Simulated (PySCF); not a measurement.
# Vibration and rotation of GeI

UHF-CCSD(T) constants of GeI, ²Π (doublet), unpaired electrons π ↑ (Ge def2-TZVPP, I def2-TZVPP with ECP28; scalar-relativistic core potentials (PySCF 2.14); masses 73.9212 and 126.9045 u):

| Property | Result |
| --- | --- |
| ωe | 246.1 cm⁻¹ |
| ωexe | 0.545 cm⁻¹ |
| Be | 0.056651 cm⁻¹ |
| αe | 0.000178 cm⁻¹ |
| D (centrifugal) | 1.2e-08 cm⁻¹ |
| De to Ge + I | 2.98 eV |

Problem. Give the vibrational terms G(v) and spacings up to v = 6.

Solution. G(v) = ωe(v+½) − ωexe(v+½)².

```csv
v,G(v) (cm⁻¹),G(v) − G(v−1),Bv (cm⁻¹)
0,122.9,,0.05656
1,367.9,245.0,0.05638
2,611.8,243.9,0.05621
3,854.7,242.8,0.05603
4,1096.4,241.7,0.05585
5,1337.1,240.7,0.05567
6,1576.6,239.6,0.05549
```

Problem. How well does the Morse estimate ωe²/(4ωexe) reproduce De, and what is D0?

Solution. It gives 3.44 eV, 116 % of the computed De. D0 = De − G(0) = 2.98 − 0.02 = 2.96 eV.

Correlated steps freeze 13 core orbitals. These are scalar-relativistic numbers at best; spin–orbit coupling would shift them, the dissociation energy most. The state is the lowest determinant that a PBE0 search found; another state may lie lower at other levels.
